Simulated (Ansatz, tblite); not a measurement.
Forces on the cluster Mg₂Te₂ at its r2SCAN-D4/def2-SVP geometry. Total charge 0; singlet.

In the def2 sets Te takes a core potential; there is no spin–orbit coupling. The xTB rows come from tblite. The restricted singlet is unstable towards broken spin symmetry in Hartree–Fock (as tested in another run); at PBE-D4/def2-TZVP this wasn't settled. Another isomer (singlet) lies 2.03 eV lower at PBE0-D4/def2-TZVP; other spin states weren't run for this one.

GFN1-xTB (tblite), largest force 0.89 eV/Å:

```xyz
4
positions Å, forces eV/Å
Mg    0.304    0.728    1.542    0.205    0.860    0.126
Mg   -0.344   -1.664    0.333   -0.195   -0.614   -0.619
Te    1.402    0.158   -1.063   -0.262   -0.065    0.270
Te   -1.362    0.779   -0.811    0.251   -0.181    0.223
```

GFN2-xTB (tblite), largest force 0.54 eV/Å:

```
Mg -0.064 -0.421 0.340
Mg 0.045 -0.020 0.543
Te -0.059 0.236 -0.435
Te 0.077 0.205 -0.448
```

PBE-D4/def2-TZVP (Ansatz), largest force 0.11 eV/Å:

```
Mg -0.016 -0.030 -0.103
Mg 0.019 0.100 -0.037
Te -0.062 -0.021 0.076
Te 0.059 -0.049 0.065
```
